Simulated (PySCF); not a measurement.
F4Hf, charge -1, multiplicity 2. Atoms are numbered in the order given.

```xyz
5

Hf     0.0000     0.0000     0.0000
F      1.3577    -1.3577    -0.5380
F     -1.3577     1.3577    -0.5380
F      1.3577     1.3577     0.5380
F     -1.3577    -1.3577     0.5380
```
Charge -1, spin multiplicity 2.

Geometry optimised at B3LYP-D3(BJ)/def2-SVPD. The multiplicity is an assumed one; other spin states were not compared. The def2 effective core potentials stand for the cores of Hf; spin–orbit coupling is left out.

Level of theory: PySCF with PBE/def2-SVPD.

Mulliken values depend strongly on the basis, most of all with diffuse functions as here. ESP charges are fitted to the potential on shells at 1.4 to 2.0 van der Waals radii. Atomic charges (e):

| atom | Mulliken | ESP fit | Mulliken spin |
|---|---|---|---|
| Hf1 | 1.43 | ? | 1.17 |
| F2 | -0.61 | ? | -0.04 |
| F3 | -0.61 | ? | -0.04 |
| F4 | -0.61 | ? | -0.04 |
| F5 | -0.61 | ? | -0.04 |

**Question.** Some entries are withheld; supply them. (The exact figures need the calculation; the answer reports its results.)

**Answer.** 
- Hf1, ESP fit: 0.74
- F2, ESP fit: -0.43
- F3, ESP fit: -0.43
- F4, ESP fit: -0.43
- F5, ESP fit: -0.43
